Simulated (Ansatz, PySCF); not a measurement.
Reaction (SMILES): O[SiH2]O [dihydroxysilane] → [O][SiH2]O + H atom (the H-O bond at the site shown breaks; other sites are not compared here)
Structures are relaxed separately at B3LYP-D3(BJ)/def2-TZVP in Ansatz (a first-principles code), one conformer each, not searched for the lowest. Frequencies are from Ansatz or PySCF.
Geometry of the first species:
```
Si
O 1 1.6456
H 2 0.9596 1 119.42
O 1 1.6456 2 114.22 3 82.78
H 4 0.9596 1 119.42 2 -82.78
H 1 1.4685 2 105.68 3 -161.50
H 1 1.4846 6 113.37 4 119.29
```

Quantity: bond dissociation energy (enthalpy at 298 K, with B3LYP-D3(BJ) rigid-rotor harmonic-oscillator terms), in kcal/mol. Cores are frozen in the correlated levels unless marked. Open shells are spin-unrestricted. Spin-orbit coupling is left out. No relativistic terms. CBS marks a two-point X^-3 extrapolation of the correlation energy; Hartree-Fock from the larger set. The bracket is a focal-point correction in the basis named.

RI-MP2/CBS(aug-cc-pV(T+d)Z,aug-cc-pV(Q+d)Z)+[CCSD(T)-MP2]/aug-cc-pV(T+d)Z (Ansatz) gives 119.7 kcal/mol.

Problem. Another calculation gave 107.8 kcal/mol. Which level was it?
(A) PBE0/def2-TZVPD (Ansatz)
(B) revPBE/def2-TZVPD (Ansatz)
(C) SVWN5/def2-TZVPD (Ansatz)
(D) M06-2X/def2-TZVPD (PySCF)

Solution. B, revPBE/def2-TZVPD (Ansatz). The others give 112.0 (PBE0), 116.8 (M06-2X), 125.1 (SVWN5) kcal/mol.
